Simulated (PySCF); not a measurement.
## Working out the ionisation energy of Te

Te [Kr] 4d10 5s2 5p4 (3P) → Te⁺ [Kr] 4d10 5s2 5p3 (4S). Computed with PySCF 2.14 in cc-pVDZ-PP with ECP28MDF (4s3p2d, 23 functions), with a scalar-relativistic core potential. Frozen: 4s2 4p6 4d10. Energies in hartree (1 hartree = 27.21139 eV):

| part | Te (lower) | Te⁺ (upper) |
| --- | --- | --- |
| UHF | -266.997329 | -266.714374 |
| CCSD correlation | -0.073958 | -0.059886 |
| (T) | -0.000734 | -0.000534 |

What does Hartree-Fock give?

(-266.714374) − (-266.997329) = 0.282955 hartree = 7.700 eV.

What do CCSD and CCSD(T) give?

The CCSD correlation energies differ by 0.014072 hartree = 0.383 eV and the triples by 0.000200 hartree = 0.005 eV, so CCSD gives 8.083 eV and CCSD(T) 8.088 eV.

Measured between the centres of the two terms (NIST): 8.749 eV, so CCSD(T) (valence) is off by -0.661 eV.

A double-zeta basis recovers only part of the correlation energy.

What remains against the reference includes basis incompleteness, the frozen core and higher excitations.
